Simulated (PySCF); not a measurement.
Telling isomers of C2H8N2Si2 apart by NMR

All values are calculated (PySCF 2.14.0 with density-fitted response routines): geometry: GFN2-xTB, NMR shieldings at PBE0/pcSseg-1/GIAO. No relativistic terms, isolated molecule, rapidly exchanging positions averaged, single conformer.

References, each an isolated molecule treated in the same way: ¹H (31.72 ppm) and ¹³C (186.93 ppm) against TMS. Where no couplings were computed, multiplicities follow the n + 1 count of equivalent neighbours, and m marks all less simple cases (inequivalent or close neighbours, rings, F or P nearby). Shifts are as computed. Against solution values, carbons near 30 ppm lie about +3 ppm off and those near 130 ppm about +5 ppm. Of 1309 compounds with measured shifts, 239 miss one by over three times the rms of a fit or turn the order of signals round; such compounds aren't used in these exercises. OH and NH positions are gas-phase values without hydrogen bonding to other molecules.

(1) Tabulate the signals of `C#C[Si@H](N)N[SiH3]`, `N#C[C@H]([SiH3])[SiH2]N`, `CN([SiH3])[SiH2]C#N` and their relative energies.

(2) What is the quickest way to tell C#C[Si@H](N)N[SiH3] from N#C[C@H]([SiH3])[SiH2]N?

(3) What is the quickest way to tell C#C[Si@H](N)N[SiH3] from CN([SiH3])[SiH2]C#N?

(4) What is the quickest way to tell N#C[C@H]([SiH3])[SiH2]N from CN([SiH3])[SiH2]C#N?

Results:

(1) 
| SMILES | carbon types | δC | δH | E rel. (kcal/mol) |
| --- | --- | --- | --- | --- |
| C#C[Si@H](N)N[SiH3] | 1×C 1×CH | 99.5, 92.6 | 4.96 (d, 1H), 4.81 (s, 3H), 1.91 (d, 1H), 0.53 (br s, 2H), -0.25 (br s, 1H) | 1.8 |
| N#C[C@H]([SiH3])[SiH2]N | 1×C 1×CH | 124.3, -7.1 | 5.32 (m, 1H), 4.73 (m, 1H), 4.27 (d, 3H), 1.03 (m, 1H), 0.53 (br s, 2H) | 1.6 |
| CN([SiH3])[SiH2]C#N | 1×C 1×CH3 | 124.1, 36.1 | 4.98 (s, 2H), 4.68 (s, 3H), 3.00 (s, 3H) | 0.0 |

Energies are electronic energies at PBE0/pcSseg-1 on these geometries, without zero-point or thermal terms, each for the one conformer computed, which needn't be the lowest.

(2) Both give the same number of carbon signals, with the same numbers of each carbon type, so the positions decide. The first has a terminal alkyne carbon (CH) at 99.5 ppm, the second an sp3 CH bonded to 2 Si, α to a nitrile at -7.1 ppm. Their most deshielded carbons lie at 99.5 and 124.3 ppm.

(3) Both give the same number of carbon signals, but DEPT or the intensities differ. The first has a terminal alkyne carbon (CH) at 99.5 ppm, the second a methyl carbon bonded to N (CH3) at 36.1 ppm. Their most deshielded carbons lie at 99.5 and 124.1 ppm.

(4) Both give the same number of carbon signals, but DEPT or the intensities differ. The first has an sp3 CH bonded to 2 Si, α to a nitrile at -7.1 ppm, the second a methyl carbon bonded to N (CH3) at 36.1 ppm. Their most deshielded carbons lie at 124.3 and 124.1 ppm.
